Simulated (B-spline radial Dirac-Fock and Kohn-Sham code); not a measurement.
**Compton profile of Nd⁵¹⁺**

System: Nd⁵¹⁺ in the configuration [He] 2s2 2p5.

Input file task.json (cfg lists n, l and occupation; rrms is the nuclear radius in fm):

```json
{"items": [{
  "Z": 60,
  "q": 51,
  "cfg": [[1, 0, 2], [2, 0, 2], [2, 1, 5]],
  "A": 142,
  "rrms": 4.9123,
  "do": ["scatter"],
  "s": [0.0, 0.05, 0.1, 0.15, 0.2, 0.25, 0.3, 0.35, 0.4, 0.45, 0.5, 0.6, 0.7, 0.8, 0.9, 1.0, 1.1, 1.2, 1.4, 1.6, 1.8, 2.0, 2.5, 3.0, 3.5, 4.0, 5.0, 6.0],
  "pz": [0, 0.1, 0.14, 0.2, 0.29, 0.41, 0.58, 0.82, 1.2, 1.6, 2.3, 3.3, 4.7, 6.7, 9.5, 13.0, 19.0, 27.0, 38.0, 55.0, 77.0],
  "hv_scatter": [2000, 5000, 8047.8, 17479.3, 20000, 200000, 500000, 1000000]
}]}
```

Launch: `python xray_run.py task.json out`

These are calculated numbers from a radial finite-basis atomic code; the model is the impulse approximation on Dirac-Fock orbitals of the configuration average with a finite nucleus. pz is in atomic units of momentum; subshell profiles are per electron, for a selection of subshells; open shells are spread over both j values by their weights.

```csv
pz,J total,J 1s1/2,J 2s1/2,J 2p3/2
0,0.2342,0.0132,0.0453,0.0239
0.82,0.2336,0.0132,0.0451,0.0239
1.2,0.2330,0.0132,0.0448,0.0239
1.6,0.2322,0.0131,0.0444,0.0239
2.3,0.2301,0.0131,0.0434,0.0239
3.3,0.2259,0.0131,0.0414,0.0238
4.7,0.2177,0.0129,0.0377,0.0237
6.7,0.2023,0.0127,0.0313,0.0233
9.5,0.1757,0.0123,0.0218,0.0218
13,0.1400,0.0116,0.0119,0.0188
19,0.08767,0.0101,0.00337,0.0120
27,0.04577,0.00792,0.00124,0.00529
38,0.02079,0.00523,0.00114,0.00149
55,0.007628,0.00252,0.000618,0.000232
77,0.002574,0.000975,0.000213,3.09e-05
```

J(0) = 0.2342. The 2s1/2 subshell gives the largest part, 39 %.

Mean momentum ⟨p⟩ by subshell (a.u.): 1s1/2 57.6, 2s1/2 21.2, 2p1/2 28.0, 2p3/2 26.0.
